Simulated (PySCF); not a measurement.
# Radial density of Co⁺ (cobalt, charge +1)

B97-3, [Ar] 3d7 4s1, 4s spin antiparallel (an excited configuration). Computed with PySCF 2.14 in aug-cc-pVTZ (8s7p5d3f2g, 93 functions), with no relativity, point nucleus.

| r (bohr) | 4πr²ρ (e/bohr) | 4πr²(ρα − ρβ) |
| --- | --- | --- |
| 0.000997 | 0.1581 | -0.0001 |
| 0.00168 | 0.4311 | -0.0002 |
| 0.00282 | 1.147 | -0.0005 |
| 0.00474 | 2.925 | -0.0012 |
| 0.00798 | 6.951 | -0.0028 |
| 0.0134 | 14.68 | -0.0057 |
| 0.0226 | 25.49 | -0.0091 |
| 0.0380 | 32.39 | -0.0077 |
| 0.0639 | 27.98 | 0.0040 |
| 0.107 | 27.22 | 0.0266 |
| 0.181 | 36.53 | 0.2039 |
| 0.304 | 21.34 | 1.1080 |
| 0.511 | 16.13 | 2.6243 |
| 0.860 | 15.50 | 2.6329 |
| 1.45 | 4.056 | 0.7871 |
| 2.43 | 0.8611 | -0.3246 |
| 4.09 | 0.1339 | -0.1184 |
| 6.88 | 0.002138 | -0.0021 |
| 11.6 | 1.021e-05 | 0.0000 |

With the s spin flipped the determinant is a mixture of two multiplicities, not a spectroscopic state.
